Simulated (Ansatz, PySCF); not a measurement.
Torsion H4–S1–Pb2–Cl3 in ClHPbS (SMILES [SH][Pb][Cl]); at each angle all else is relaxed with GFN2-xTB, and the levels are single points there.
Geometry at 0° (charge 0, multiplicity 1):
```
atom    x (Å)    y (Å)    z (Å)
----  -------  -------  -------
S     -1.5244   0.4286  -0.1512
Pb     0.7965   1.2122  -0.6968
Cl     2.0501  -0.6834   0.3336
H     -1.2351  -0.6940   0.4781
```
Energies count from the point at 0°.

Cores are frozen in the correlated methods. Filled d and f shells under p-block atoms count as core. CBS(a, b) extrapolates the correlation energy as X⁻³ and adds the Hartree–Fock energy of set b.

Run with Ansatz (a program for electronic structure) with Gaussian orbitals; PySCF for the dispersion terms. Values without a source in brackets are computed. In def2 rows elements past Kr take small-core potentials, without spin–orbit coupling.

Energies in meV.

| dihedral (°) | BLYP-D4/def2-TZVPP | PBE0-D4/def2-TZVPP | SCS-MP2/def2-SVP | SCS-MP2/def2-QZVPP | CCSD/def2-TZVPP | CCSD(T)/CBS(def2-TZVPP, def2-QZVPP) |
|---|---|---|---|---|---|---|
| 0 | 0.0 | 0.0 | 0.0 | 0.0 | 0.0 | 0.0 |
| 30 | 68.2 | 71.8 | 80.0 | 66.8 | 67.8 | 66.8 |
| 60 | 220.7 | 227.1 | 240.8 | 208.5 | 211.5 | 208.0 |
| 90 | 315.3 | 317.9 | 328.2 | 286.6 | 291.6 | 286.0 |
| 120 | 226.8 | 237.4 | 259.4 | 215.2 | 220.3 | 215.1 |
| 150 | 77.5 | 89.5 | 117.7 | 77.9 | 82.2 | 79.4 |
| 180 | 10.4 | 20.5 | 48.0 | 11.4 | 15.3 | 14.2 |
| 210 | 77.5 | 89.5 | 117.7 | 77.9 | 82.2 | 79.4 |
| 240 | 226.8 | 237.4 | 259.4 | 215.2 | 220.3 | 215.1 |
| 270 | 315.3 | 317.9 | 328.2 | 286.6 | 291.6 | 286.0 |
| 300 | 220.7 | 227.1 | 240.8 | 208.5 | 211.5 | 208.0 |
| 330 | 68.2 | 71.8 | 80.0 | 66.8 | 67.8 | 66.8 |
